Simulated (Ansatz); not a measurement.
The same path of FH + GaH3 (6 atoms, charge 0, multiplicity 1) was run twice with different band settings. Lost on the way: Ga1–H2, F5–H6. Made: Ga1–F5, H2–H6.

Method: Ansatz 0.2.0, RKS B3LYP/def2-SVP.

Relaxed end points:

```xyz
6
Properties=species:S:1:pos:R:3
Ga 0.003 0.145 0.038
H 0.003 0.558 1.575
H 1.371 0.135 -0.736
H -1.373 0.066 -0.717
F 0.062 -2.008 0.840
H 0.063 -1.808 1.752
```

```xyz
6
Properties=species:S:1:pos:R:3
Ga 0.016 -0.483 -0.404
H 0.018 0.139 2.179
H 1.424 0.160 -0.610
H -1.426 0.089 -0.593
F 0.061 -2.195 0.039
H 0.036 -0.622 2.141
```

Common settings: movable images 5; climbing image yes; spring 5.0 eV/Å²; optimiser quadratic models (default); start path through a guess of the saddle point; iteration limit 60; end points relaxed.

| run | force threshold |
| --- | --- |
| 1 | 0.05 eV/Å |
| 2 | 0.5 eV/Å |

What does each run give, and how far can it be trusted?

Run 1: converged after 10 iterations, highest image 0.340 eV above the first end. A vibrational analysis at the climbing image gives one clearly imaginary mode, 1012i cm⁻¹: a first-order saddle point.
Run 2: converged after 6 iterations, highest image 0.345 eV above the first end. The threshold of 0.5 eV/Å is loose, so the images may lie well off the minimum-energy path. The order of the stationary point at the top wasn't checked.
The orbitals stay closed-shell, which can raise the energy where a bond breaks towards radicals; this wasn't checked here.
